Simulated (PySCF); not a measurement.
CS2, triplet, geometry from GFN2-xTB (a higher spin typed on purpose: for a closed-shell molecule this is an excited state), with bond 3-2 at 2.0 times its length; PBE0/def2-SVP (PySCF).

The PySCF input:
```python
from pyscf import gto, scf, dft

mol = gto.M(
    atom='''
S    -1.458793    0.087197    0.139066
C    -0.017193   -0.124188   -0.584844
S     2.947673    0.042934    0.745345
''',
    basis='def2-svp',
    charge=0,
    spin=2,
    verbose=4,
)

mf = dft.UKS(mol)
mf.xc = 'pbe0'
mf.diis = False
mf.damp = 0.3
mf.diis_start_cycle = 200
mf.max_cycle = 150
mf.kernel()
```

Output, abridged:

```
PySCF version 2.14.0

[INPUT] verbose = 4
[INPUT] num. atoms = 3
[INPUT] num. electrons = 38
[INPUT] charge = 0
[INPUT] spin (= nelec alpha-beta = 2S) = 2
[INPUT] symmetry False subgroup None
[INPUT] Mole.unit = angstrom
[INPUT] Symbol           X                Y                Z      unit          X                Y                Z       unit  Magmom
[...]
nuclear repulsion = 77.2921474776363
number of shells = 22
number of NR pGTOs = 96
number of NR cGTOs = 50
basis = def2-svp
ecp = {}

******** <class 'pyscf.dft.uks.UKS'> ********
method = UKS
initial guess = minao
damping factor = 0.3
level_shift factor = 0
DIIS disabled
SCF conv_tol = 1e-09
SCF conv_tol_grad = None
SCF max_cycles = 150
direct_scf = True
direct_scf_tol = 1e-13
number electrons alpha = 20  beta = 18
XC library pyscf.dft.libxc version 7.1.2
    S. Lehtola, C. Steigemann, M. J. T. Oliveira, and M. A. L. Marques,  SoftwareX 7, 1–5 (2018)
XC functionals = pbe0
    C. Adamo and V. Barone,  J. Chem. Phys. 110, 6158 (1999)
    M. Ernzerhof and G. E. Scuseria,  J. Chem. Phys. 110, 5029 (1999)
radial grids:
    Treutler-Ahlrichs [JCP 102, 346 (1995); DOI:10.1063/1.469408] (M4) radial grids

becke partition: Becke, JCP 88, 2547 (1988); DOI:10.1063/1.454033
pruning grids: <function nwchem_prune>
grids dens level: 3
symmetrized grids: False
atomic radii adjust function: <function treutler_atomic_radii_adjust>
small_rho_cutoff = 0
Set gradient conv threshold to 3.16228e-05
tot grids = 51880
init E= -833.547103333842

cycle= 1 E= -833.645835418192  delta_E= -0.0987  |g|= 0.216  |ddm|= 1.46
cycle= 2 E= -833.604337479832  delta_E= 0.0415  |g|= 0.395  |ddm|= 0.581
cycle= 3 E= -833.489972983996  delta_E= 0.114  |g|= 0.541  |ddm|= 0.935
cycle= 4 E= -832.923869954791  delta_E= 0.566  |g|= 1.15  |ddm|= 1.47
cycle= 5 E= -832.560216782369  delta_E= 0.364  |g|= 1.17  |ddm|= 2.56
cycle= 6 E= -831.119468771048  delta_E= 1.44  |g|= 1.92  |ddm|= 3.08

cycle= 7 E= -830.881472502027  delta_E= 0.238  |g|= 1.64  |ddm|= 4.32
cycle= 8 E= -829.132011632856  delta_E= 1.75  |g|=  2.3  |ddm|= 4.61

cycle= 9 E= -828.147015793432  delta_E= 0.985  |g|= 1.78  |ddm|= 8.58
cycle= 10 E= -822.185123270258  delta_E= 5.96  |g|= 2.74  |ddm|= 9.06
cycle= 11 E= -793.844507646858  delta_E= 28.3  |g|= 2.92  |ddm|= 12.5

cycle= 12 E= -815.111021314706  delta_E= -21.3  |g|= 3.06  |ddm|= 12.7

cycle= 13 E= -798.034772337315  delta_E= 17.1  |g|= 4.09  |ddm|= 12.8

cycle= 14 E= -815.865637194239  delta_E= -17.8  |g|= 2.94  |ddm|= 12.8
cycle= 15 E= -796.172564169212  delta_E= 19.7  |g|= 3.59  |ddm|= 12.9

cycle= 16 E= -815.761092361183  delta_E= -19.6  |g|= 2.95  |ddm|= 12.9
cycle= 17 E= -796.447579014923  delta_E= 19.3  |g|= 3.66  |ddm|= 12.9

cycle= 18 E= -815.764903869318  delta_E= -19.3  |g|= 2.95  |ddm|= 12.9
cycle= 19 E= -796.366448963681  delta_E= 19.4  |g|= 3.63  |ddm|= 12.9

cycle= 20 E= -815.758600730821  delta_E= -19.4  |g|= 2.95  |ddm|= 12.9
cycle= 21 E= -796.332393869419  delta_E= 19.4  |g|= 3.62  |ddm|= 12.9

cycle= 22 E= -815.755001723492  delta_E= -19.4  |g|= 2.95  |ddm|= 12.9
cycle= 23 E= -796.307997841621  delta_E= 19.4  |g|= 3.61  |ddm|= 12.9

cycle= 24 E= -815.752831228823  delta_E= -19.4  |g|= 2.95  |ddm|= 12.9
cycle= 25 E= -796.291912680065  delta_E= 19.5  |g|=  3.6  |ddm|= 12.9

cycle= 26 E= -815.75148309437  delta_E= -19.5  |g|= 2.95  |ddm|= 12.9
cycle= 27 E= -796.282294967074  delta_E= 19.5  |g|= 3.59  |ddm|= 12.9

cycle= 28 E= -815.750697680346  delta_E= -19.5  |g|= 2.95  |ddm|= 12.9
cycle= 29 E= -796.276970063076  delta_E= 19.5  |g|= 3.59  |ddm|= 12.9

cycle= 30 E= -815.750266748028  delta_E= -19.5  |g|= 2.95  |ddm|= 12.9
cycle= 31 E= -796.274594579941  delta_E= 19.5  |g|= 3.59  |ddm|= 12.9

cycle= 32 E= -815.750068376655  delta_E= -19.5  |g|= 2.95  |ddm|= 12.9
cycle= 33 E= -796.274316175918  delta_E= 19.5  |g|= 3.59  |ddm|= 12.9

cycle= 34 E= -815.750025554731  delta_E= -19.5  |g|= 2.95  |ddm|= 12.9
cycle= 35 E= -796.275718207788  delta_E= 19.5  |g|= 3.59  |ddm|= 12.9

[...]
cycle= 97 E= -796.452035886251  delta_E= 19.3  |g|= 3.66  |ddm|= 12.9

cycle= 98 E= -815.753988310734  delta_E= -19.3  |g|= 2.95  |ddm|= 12.9
cycle= 99 E= -796.452022693392  delta_E= 19.3  |g|= 3.66  |ddm|= 12.9

cycle= 100 E= -815.753992341882  delta_E= -19.3  |g|= 2.95  |ddm|= 12.9
cycle= 101 E= -796.452010683531  delta_E= 19.3  |g|= 3.66  |ddm|= 12.9

cycle= 102 E= -815.753996430897  delta_E= -19.3  |g|= 2.95  |ddm|= 12.9
cycle= 103 E= -796.451999928794  delta_E= 19.3  |g|= 3.66  |ddm|= 12.9

cycle= 104 E= -815.754000557129  delta_E= -19.3  |g|= 2.95  |ddm|= 12.9
cycle= 105 E= -796.451990442879  delta_E= 19.3  |g|= 3.66  |ddm|= 12.9

cycle= 106 E= -815.754004704771  delta_E= -19.3  |g|= 2.95  |ddm|= 12.9
cycle= 107 E= -796.451982198668  delta_E= 19.3  |g|= 3.66  |ddm|= 12.9

cycle= 108 E= -815.754008861758  delta_E= -19.3  |g|= 2.95  |ddm|= 12.9
cycle= 109 E= -796.451975141283  delta_E= 19.3  |g|= 3.66  |ddm|= 12.9

cycle= 110 E= -815.754013018939  delta_E= -19.3  |g|= 2.95  |ddm|= 12.9
cycle= 111 E= -796.451969197852  delta_E= 19.3  |g|= 3.66  |ddm|= 12.9

cycle= 112 E= -815.754017169396  delta_E= -19.3  |g|= 2.95  |ddm|= 12.9
cycle= 113 E= -796.451964284707  delta_E= 19.3  |g|= 3.66  |ddm|= 12.9

cycle= 114 E= -815.754021307909  delta_E= -19.3  |g|= 2.95  |ddm|= 12.9
cycle= 115 E= -796.45196031265  delta_E= 19.3  |g|= 3.66  |ddm|= 12.9

cycle= 116 E= -815.754025430588  delta_E= -19.3  |g|= 2.95  |ddm|= 12.9
cycle= 117 E= -796.451957190801  delta_E= 19.3  |g|= 3.66  |ddm|= 12.9

cycle= 118 E= -815.754029534526  delta_E= -19.3  |g|= 2.95  |ddm|= 12.9
cycle= 119 E= -796.451954829295  delta_E= 19.3  |g|= 3.66  |ddm|= 12.9

cycle= 120 E= -815.754033617592  delta_E= -19.3  |g|= 2.95  |ddm|= 12.9
cycle= 121 E= -796.451953141177  delta_E= 19.3  |g|= 3.66  |ddm|= 12.9

cycle= 122 E= -815.754037678216  delta_E= -19.3  |g|= 2.95  |ddm|= 12.9
cycle= 123 E= -796.451952043645  delta_E= 19.3  |g|= 3.66  |ddm|= 12.9

cycle= 124 E= -815.754041715276  delta_E= -19.3  |g|= 2.95  |ddm|= 12.9
cycle= 125 E= -796.451951458843  delta_E= 19.3  |g|= 3.66  |ddm|= 12.9

cycle= 126 E= -815.754045727974  delta_E= -19.3  |g|= 2.95  |ddm|= 12.9
cycle= 127 E= -796.451951314295  delta_E= 19.3  |g|= 3.66  |ddm|= 12.9

cycle= 128 E= -815.75404971576  delta_E= -19.3  |g|= 2.95  |ddm|= 12.9
cycle= 129 E= -796.451951543086  delta_E= 19.3  |g|= 3.66  |ddm|= 12.9

cycle= 130 E= -815.754053678274  delta_E= -19.3  |g|= 2.95  |ddm|= 12.9
cycle= 131 E= -796.451952083858  delta_E= 19.3  |g|= 3.66  |ddm|= 12.9

cycle= 132 E= -815.754057615289  delta_E= -19.3  |g|= 2.95  |ddm|= 12.9
cycle= 133 E= -796.451952880695  delta_E= 19.3  |g|= 3.66  |ddm|= 12.9

cycle= 134 E= -815.754061526687  delta_E= -19.3  |g|= 2.95  |ddm|= 12.9
cycle= 135 E= -796.451953882901  delta_E= 19.3  |g|= 3.66  |ddm|= 12.9

cycle= 136 E= -815.754065412427  delta_E= -19.3  |g|= 2.95  |ddm|= 12.9
cycle= 137 E= -796.451955044726  delta_E= 19.3  |g|= 3.66  |ddm|= 12.9

cycle= 138 E= -815.75406927253  delta_E= -19.3  |g|= 2.95  |ddm|= 12.9
cycle= 139 E= -796.451956325078  delta_E= 19.3  |g|= 3.66  |ddm|= 12.9

cycle= 140 E= -815.754073107051  delta_E= -19.3  |g|= 2.95  |ddm|= 12.9
cycle= 141 E= -796.451957687188  delta_E= 19.3  |g|= 3.66  |ddm|= 12.9

cycle= 142 E= -815.75407691609  delta_E= -19.3  |g|= 2.95  |ddm|= 12.9
cycle= 143 E= -796.451959098289  delta_E= 19.3  |g|= 3.66  |ddm|= 12.9

cycle= 144 E= -815.75408069976  delta_E= -19.3  |g|= 2.95  |ddm|= 12.9
cycle= 145 E= -796.45196052931  delta_E= 19.3  |g|= 3.66  |ddm|= 12.9

cycle= 146 E= -815.754084458202  delta_E= -19.3  |g|= 2.95  |ddm|= 12.9
cycle= 147 E= -796.451961954545  delta_E= 19.3  |g|= 3.66  |ddm|= 12.9

cycle= 148 E= -815.754088191568  delta_E= -19.3  |g|= 2.95  |ddm|= 12.9
cycle= 149 E= -796.451963351375  delta_E= 19.3  |g|= 3.66  |ddm|= 12.9

cycle= 150 E= -815.754091900023  delta_E= -19.3  |g|= 2.95  |ddm|= 12.9
SCF not converged.
SCF energy = -815.754091900023 after 150 cycles  <S^2> = 2.0004762  2S+1 = 3.0003175
```

The run did not converge; its last values are not results.
